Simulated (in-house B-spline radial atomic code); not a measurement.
Results of a calculation; reference values are marked as such.
Extrapolating the RPA correlation energy in partial waves: C³⁺

All-electron RPA on Hartree-Fock orbitals from an all-electron radial atomic-structure program (B-spline basis), non-relativistic, point nucleus, configuration [He] 2s1, highest spin. RPA overbinds a lone outer s electron by self-correlation, and G0W0 tends to as well. With empty states up to angular momentum L the sums are:

```
L  E_c(L) (hartree)
2         -0.105139
3         -0.108100
4         -0.109230
5         -0.109747
```

For large l each further wave adds A/(l + 1/2)⁴, because the basis must build the cusp where two electrons meet.

**Question.** Estimate the limit from L = 4 and L = 5.

**Answer.** Wave 5 adds -0.000517, against a sum of (l + 1/2)⁻⁴ of 1.09282e-03, so A = -0.47309. The sum over l > 5 is ζ(4, 6.5) = 1.5223e-03, close to 1/(3 × 6³) = 1.5432e-03. The tail is -0.000720 and the limit -0.11047 hartree.

**Question.** How good is the estimate?

**Answer.** A run to L = 11 sums to -0.11037 and extrapolates to -0.11045 hartree, 0.00 millihartree from the run before. The estimate differs from that by -0.02 millihartree, while the bare sum at L = 5 misses 0.7 millihartree (0.6 %).
